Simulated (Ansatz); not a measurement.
Calculated with Ansatz (gas phase, PBE0-D4/def2-TZVP geometries, no zero-point term in ΔE). CBS: MP2 limit from def2 TZ/QZ plus the TZ coupled-cluster correction, frozen cores. DFT in def2-TZVPP. For Ge outer-core shells are correlated without core-valence functions, which leaves a few kJ/mol of doubt a bond. Scalar relativity is left out up to krypton. Each species was taken in one conformer, which may not be the lowest.

Consider the formal exchange of groups at a Ge–F bond: `[F][GeH2][SiH3]` + `COCC=O` → `O=[CH][GeH2][SiH3]` + `COCF`.

`[F][GeH2][SiH3]`:

```xyz
8

F     2.188   -0.767   -0.036
Ge    0.713   -0.306   -0.858
Si   -0.833    0.346    0.836
H     1.116    0.829   -1.816
H     0.286   -1.549   -1.660
H    -1.087   -0.799    1.746
H    -2.106    0.754    0.185
H    -0.279    1.491    1.602
```

`COCC=O`:

Cartesian coordinates in Å:
```
C 0.701 0.005 -1.356
O 1.054 0.254 -0.018
C 0.163 -0.327 0.887
C -1.135 0.440 1.004
O -2.134 -0.005 1.495
H 0.708 -1.071 -1.574
H -0.294 0.401 -1.601
H 1.440 0.501 -1.985
H -0.057 -1.378 0.650
H 0.638 -0.304 1.874
H -1.082 1.485 0.624
```

`O=[CH][GeH2][SiH3]`:

```xyz
10

O    -0.476    2.494    1.115
C     0.400    1.727    0.829
Ge    0.294    0.487   -0.747
Si   -0.526   -1.624   -0.006
H     1.316    1.665    1.463
H     1.714    0.331   -1.325
H    -0.634    1.123   -1.792
H    -1.899   -1.462    0.536
H    -0.551   -2.591   -1.135
H     0.363   -2.150    1.063
```

`COCF`:

Cartesian coordinates in Å:
```
C -0.173 -0.441 -1.074
O -0.600 -0.486 0.273
C 0.117 0.317 1.108
F -0.139 1.655 0.865
H 0.897 -0.673 -1.151
H -0.743 -1.195 -1.613
H -0.359 0.541 -1.517
H 1.200 0.184 0.980
H -0.201 0.099 2.129
```

CCSD(T)/CBS gives +106.3 kJ/mol.

Problem. Another level gave +104.1 kJ/mol. Which?
A. HF/def2-TZVPP
B. SCS-MP2/def2-TZVPP
C. CCSD(T)/def2-TZVPP
D. PBE/def2-TZVPP

Solution. C. CCSD(T)/def2-TZVPP 104.1, PBE 93.3, SCS-MP2/def2-TZVPP 111.4, HF/def2-TZVPP 119.6 kJ/mol.

Largest T1 diagnostic among the species: 0.015.

From PBE to PBE0 (25 % exact exchange), in def2-TZVPP and without D4, ΔE moves by +7.4 kJ/mol. In def2-TZVPP, CCSD(T) changes the Hartree–Fock value by −15.4 kJ/mol (the triples alone add −2.8 kJ/mol) and MP2 by −9.1 kJ/mol.
